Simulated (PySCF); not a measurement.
B2F3, SMILES F[B]B(F)F (connectivity only; charge and spin as stated), charge +1, multiplicity 1. Atoms are numbered in the order given.

```xyz
5

F      0.0000     0.0000     2.2950
B      0.0000     0.0000     1.0744
B      0.0000     0.0000    -0.6957
F      0.0000    -1.1550    -1.2527
F      0.0000     1.1550    -1.2527
```
Charge +1, spin multiplicity 1.

Coordinates come from a PBE0-D3(BJ)/def2-SVP optimisation. The multiplicity is an assumed one; other spin states were not compared. The isomer is the one that the SMILES or the coordinates give; other isomers of the formula were not compared. One conformer was computed; it need not be the lowest.

Method: TDDFT-CAM-B3LYP/def2-SVPD in PySCF.

Vertical excitations.  State labels are in the subgroup C2v.

Computed excitation energies, oscillator strengths and character:
```json
[
 {"state": "S1", "symmetry": "B1", "energy (eV)": "7.04", "λ (nm)": "176", "f": "0.038", "main pairs": "HOMO→LUMO 98 %"},
 {"state": "S2", "symmetry": "A2", "energy (eV)": "7.84", "λ (nm)": "158", "f": "0.000", "main pairs": "HOMO−1→LUMO 97 %"},
 {"state": "S3", "symmetry": "B2", "energy (eV)": "8.05", "λ (nm)": "154", "f": "0.036", "main pairs": "HOMO→LUMO+1 82 %, HOMO−2→LUMO 16 %"},
 {"state": "S4", "symmetry": "B2", "energy (eV)": "8.75", "λ (nm)": "142", "f": "0.094", "main pairs": "HOMO−2→LUMO 82 %, HOMO→LUMO+1 16 %"},
 {"state": "S5", "symmetry": "A1", "energy (eV)": "9.20", "λ (nm)": "135", "f": "0.010", "main pairs": "HOMO−1→LUMO+1 93 %"},
 {"state": "S6", "symmetry": "B1", "energy (eV)": "9.34", "λ (nm)": "133", "f": "0.001", "main pairs": "HOMO−2→LUMO+1 99 %"},
 {"state": "S7", "symmetry": "A1", "energy (eV)": "10.17", "λ (nm)": "122", "f": "0.041", "main pairs": "HOMO−3→LUMO 90 %"},
 {"state": "S8", "symmetry": "B1", "energy (eV)": "10.71", "λ (nm)": "116", "f": "0.034", "main pairs": "HOMO−4→LUMO 80 %, HOMO→LUMO+3 16 %"},
 {"state": "S9", "symmetry": "A2", "energy (eV)": "10.83", "λ (nm)": "114", "f": "0.000", "main pairs": "HOMO−5→LUMO 43 %, HOMO−7→LUMO 36 %, HOMO−3→LUMO+1 16 %"},
 {"state": "S10", "symmetry": "A2", "energy (eV)": "10.86", "λ (nm)": "114", "f": "0.000", "main pairs": "HOMO−3→LUMO+1 81 %"},
 {"state": "T1", "symmetry": "B1", "energy (eV)": "5.55", "λ (nm)": "223", "f": "0", "main pairs": "HOMO→LUMO 93 %"},
 {"state": "T2", "symmetry": "B2", "energy (eV)": "6.46", "λ (nm)": "192", "f": "0", "main pairs": "HOMO→LUMO+1 91 %"},
 {"state": "T3", "symmetry": "A2", "energy (eV)": "7.70", "λ (nm)": "161", "f": "0", "main pairs": "HOMO−1→LUMO 96 %"},
 {"state": "T4", "symmetry": "B2", "energy (eV)": "7.73", "λ (nm)": "160", "f": "0", "main pairs": "HOMO−2→LUMO 94 %"}
]
```
Triplets are in the Tamm–Dancoff approximation, which puts them higher than full response would, so one can lie above its singlet here.
